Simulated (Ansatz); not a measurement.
**A family of molecules: the HOMO–LUMO gap**

One atom is swapped for its congeners: SiH3(OH) (silanol); SiH3(SH) (sulfanylsilane); SiH3(SeH); SiH3(TeH). All are singlets with charge 0.

Shapes, held fixed at every level: PBE0-D4/def2-TZVP. Programs: Ansatz 0.2.0. Values in eV.

```csv
level,SiH3(OH),SiH3(SH),SiH3(SeH),SiH3(TeH)
SPW92/def2-TZVPP,6.25,5.38,4.88,3.95
B3LYP-D4/def2-TZVPP,8.27,7.11,6.54,5.37
PBE0-D4/def2-TZVPP,8.77,7.60,7.00,5.81
r2SCAN0-D4/def2-TZVPP,9.36,8.07,7.40,6.12
wB97X-V/def2-TZVPP,13.24,11.97,11.30,9.99
wB97M-V/def2-TZVPP,12.71,11.47,10.86,9.65
```

At wB97M-V/def2-TZVPP the HOMO–LUMO gap falls at every step, from 12.71 to 9.65 eV. Every level shows the same order. For atoms past krypton def2 sets carry core potentials with scalar relativity. Relativity is left out for Se unless named. Orbital gaps aren't excitation energies, and the LUMO depends on the basis.
